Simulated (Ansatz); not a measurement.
Mulliken charges of `[CH3][Mg][O][SiH3]` from PBE/def2-TZVPP in Ansatz (PBE0-D4/def2-TZVP geometry).

```csv
atom,x (Å),y (Å),z (Å),charge (e)
C1,-0.547,2.432,-1.325,-0.648
Mg2,-0.141,0.650,-0.356,0.789
O3,0.213,-0.900,0.486,-0.548
Si4,0.528,-2.287,1.241,0.314
H5,0.038,2.531,-2.244,0.120
H6,-0.311,3.294,-0.694,0.120
H7,-1.603,2.509,-1.600,0.120
H8,1.989,-2.449,1.505,-0.089
H9,-0.173,-2.367,2.557,-0.090
H10,0.090,-3.464,0.432,-0.090
```

By hand: the dipole of these point charges (1 e Å = 4.8032 D).

Σ q r = (-0.102, 0.455, -0.246) e Å, of length 0.527 e Å = 2.53 D.

How does the dipole of the full density compare? (Best estimate.)

Computed: (-0.093, 0.404, -0.220) e Å, 2.25 D; the point charges give 1.12 times that, at 0° from its direction.

Point charges leave out the atoms' own dipoles, such as those of lone pairs, and Mulliken's split depends on the basis, so the close match here is no proof of good charges.
